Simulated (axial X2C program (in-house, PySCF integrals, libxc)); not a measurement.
Potential curves of HfO⁺, spin-free

Calculated with an axial X2C code built on PySCF integrals. Spin-free means the one-electron spin-free X2C Hamiltonian. Basis: Hf dyall-cv3z [13s14p9d7f4g], O dyall-av3z [7s6p3d2f] (cores contracted in-house); Gaussian nuclei, density fitting, unrestricted open shells. Masses: Hf 179.947 u, O 15.995 u.

State: M_S = 1/2, Λ = 0 (beyond evenly filled blocks: σα). Energies in eV from the fragments at the same level (Hf+ + O). Fits are polynomials in 1 − R0/R over 0.85 to 1.23 times the lowest point R0.

| R (Å) | PW91 | PBE0 | CCSD |
| --- | --- | --- | --- |
| 1.4660 | -5.9836 | -5.4337 |  |
| 1.5333 | -7.2456 | -6.6222 | -5.8290 |
| 1.5839 | -7.8237 | -7.1460 | -6.4237 |
| 1.6344 | -8.1532 | -7.4210 | -6.7632 |
| 1.6850 | -8.2865 | -7.4990 | -6.8989 |
| 1.7440 | -8.2491 | -7.3958 | -6.8534 |
| 1.8030 | -8.0554 | -7.1348 | -6.6363 |
| 1.8788 | -7.6455 | -6.6365 | -6.1606 |
| 1.9714 | -6.9906 | -5.8727 |  |
| 2.1063 | -5.8990 | -4.6504 |  |

Correlated methods: 9 electrons correlated (number of frozen shells: Hf 5 s, 4 p, 2 d, 1 f; O 1 s), 317 virtual spin orbitals or spinors in MP2, 89 natural virtuals in coupled cluster.

Occupations by symmetry block were frozen at the best pattern of an incomplete PBE0 search. Dissociation energies refer to the lowest single-determinant-based atoms at the same level and basis. CCSD ran in a truncated set of natural virtual spinors with an MP2 remainder; without triples it tends to underbind. Without a current term, density functionals place determinants with orbital angular momentum somewhat too high. The outer-core s and p shells of the metal are frozen in the correlated rows, which leaves out core–valence correlation; for alkali and alkaline-earth bonds that tends to lengthen them. The determinant is spin-polarised beyond a pure state at some levels (its spin-free form has ⟨S²⟩ too high), which makes Re and μ there less reliable. With the outer-core shells frozen, correlated bond lengths of heavy atoms tend to come out a few hundredths of an ångström too long. Coupled cluster ran on the points near the minimum only. MP2 and coupled cluster on one determinant become unreliable at the stretched end.

Fit the PW91 curve near its minimum: give the equilibrium distance, the harmonic wavenumber and the well depth.

At PW91, spin-free: Re = 1.702 Å, ωe ≈ 1010 cm⁻¹, De = 8.29 eV to Hf+ + O; Be follows as 0.396 cm⁻¹.

What are Re, ωe and De at the PBE0 level?

At PBE0, spin-free: Re = 1.683 Å, ωe ≈ 1060 cm⁻¹, De = 7.50 eV to Hf+ + O; Be follows as 0.405 cm⁻¹.

Fit the CCSD curve near its minimum: give the equilibrium distance, the harmonic wavenumber and the well depth.

At CCSD, spin-free: Re = 1.700 Å, ωe ≈ 1050 cm⁻¹, De = 6.91 eV to Hf+ + O; Be follows as 0.397 cm⁻¹.
